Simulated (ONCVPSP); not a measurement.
# rhenium (Re), ONCV: configuration errors across variants

Re (Z = 75), optimised norm-conserving Vanderbilt (ONCV), made with ONCVPSP 4.0.1 (LDA (Perdew-Zunger), scalar-relativistic). Core [Kr] 4d10 4f14, reference 5s2 5p6 5d5 6s1.5 (charge +0.5). Waves: 5s+6s: rc 1.35 bohr, ncon 3, nbas 7, qcut 7 1/bohr, 2 projectors; 5p: rc 1.45 bohr, ncon 4, nbas 8, qcut 7.4 1/bohr, 3 projectors, debl 1 Ha; 5d: rc 1.65 bohr, ncon 4, nbas 7, qcut 4.9 1/bohr, 3 projectors, debl 2.9 Ha. Local part: polynomial inside 1.05 bohr (lpopt 5, dvloc0 6 Ha). Core correction: polynomial model core, fcfact 0.45.

In the p channel the program set the typed energies aside and used -1.874, 0.250, 1.250 Ha.

All-electron excitation energies from the reference (eV): (1) 5s2 5p6 5d5 6s2 -3.903; (2) 5s2 5p6 5d5 6s1 5.614; (3) 5s2 5p6 5d5 6s0 22.293; (4) 5s1 5p6 5d5 6s2 88.159.

2 further variants failed, have other tests or too few solved ones, and are left out.

Errors AE − PS in meV (a dash: test not solved or not reliable):

| change | (1) | (2) | (3) | (4) | bound ghosts | GHOST(+) flags above zero |
| --- | --- | --- | --- | --- | --- | --- |
| base | +1.1 | -2.0 | -10 | -291 | none | s |
| s: qcut 5; p: qcut 5.3; d: qcut 3.5 | +1.0 | -2.4 | -15 | -465 | none | s, p, d |
| s: qcut 6; p: qcut 6.3; d: qcut 4.2 | +1.0 | -2.2 | -12 | -367 | none | s, p |

**Question.** Give the same row for: s: qcut 7.7; p: qcut 8.2; d: qcut 5.4.

**Answer.** +1.1, -2.0, -9.4, -254; bound ghosts: none; GHOST(+) flags above zero: s.
